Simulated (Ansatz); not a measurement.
Computed with Ansatz on PBE0-D4/def2-TZVP structures; ΔE is electronic, products minus reactants. CBS: MP2 limit from def2 TZ/QZ plus the TZ coupled-cluster correction, frozen cores. Functionals use def2-TZVPP. B3LYP here is the variant with VWN-RPA as its local correlation; programs differ in this. One conformer a species, not always the lowest.

Reaction (ligand exchange at the Si–C bond): `F[SiH2]C[SiH3]` + `O[SiH2]F` → `F[SiH2]O[SiH3]` + `C[SiH2]F`

`F[SiH2]C[SiH3]`:

```xyz
11

F     0.300   -0.996    2.081
Si   -0.605    0.173    1.459
C     0.146    0.745   -0.136
Si    0.497   -0.609   -1.388
H    -1.961   -0.385    1.232
H    -0.665    1.260    2.467
H    -0.552    1.460   -0.588
H     1.073    1.290    0.071
H     1.579   -1.501   -0.899
H    -0.729   -1.420   -1.614
H     0.918   -0.016   -2.686
```

`O[SiH2]F`:

Cartesian coordinates in Å:
```
O 1.077 -0.456 -0.501
Si -0.374 0.119 -0.034
F -0.230 1.566 0.625
H 1.704 -0.737 0.167
H -1.183 0.249 -1.259
H -0.995 -0.740 1.002
```

`F[SiH2]O[SiH3]`:

```xyz
9

F    -1.487    0.620   -1.844
Si   -1.262   -0.527   -0.760
O    -0.272    0.010    0.399
Si    1.229    0.497    0.851
H    -2.572   -0.839   -0.156
H    -0.656   -1.678   -1.466
H     1.412    0.157    2.282
H     1.354    1.962    0.660
H     2.254   -0.202    0.033
```

`C[SiH2]F`:

```xyz
8

C     0.269    0.211    0.923
Si   -0.215   -0.153   -0.828
F    -1.175   -1.438   -0.859
H     0.802   -0.633    1.367
H     0.927    1.083    0.957
H    -0.610    0.424    1.537
H    -0.969    0.975   -1.431
H     0.970   -0.468   -1.666
```

```
             level  ΔE (kcal/mol)  difference from CCSD(T)/CBS
            PBE-D4          -20.7                          3.4
         r2SCAN-D4          -23.6                          0.5
           PBE0-D4          -21.9                          2.2
          B3LYP-D4          -25.0                         -0.9
           ωB97X-V          -24.0                          0.1
           ωB97M-V          -23.6                          0.5
            B2PLYP          -25.5                         -1.4
               PBE          -21.2                          2.9
            r2SCAN          -23.7                          0.4
              PBE0          -22.3                          1.8
             B3LYP          -25.7                         -1.6
     HF/def2-TZVPP          -30.0                         -5.9
    MP2/def2-TZVPP          -24.2                         -0.1
SCS-MP2/def2-TZVPP          -25.5                         -1.4
   CCSD/def2-TZVPP          -24.9                         -0.8
CCSD(T)/def2-TZVPP          -24.0                          0.1
     HF/def2-QZVPP          -30.6                         -6.5
    MP2/def2-QZVPP          -24.5                         -0.4
SCS-MP2/def2-QZVPP          -25.8                         -1.7
      HF/CBS(def2)          -30.6                         -6.5
     MP2/CBS(def2)          -24.3                         -0.2
    CCSD/CBS(def2)          -25.0                         -0.9
       CCSD(T)/CBS          -24.1                            0
```

Largest T1 diagnostic among the species: 0.011.

In def2-TZVPP, CCSD(T) changes the Hartree–Fock value by +6.0 kcal/mol (the triples alone add +0.9 kcal/mol) and MP2 by +5.8 kcal/mol. The D4 term adds +0.8 kcal/mol with B3LYP and +0.4 kcal/mol with PBE0; it sums over pairs of atoms, weighted by their polarisabilities, and B3LYP, whose exchange is more repulsive, gets the larger term.
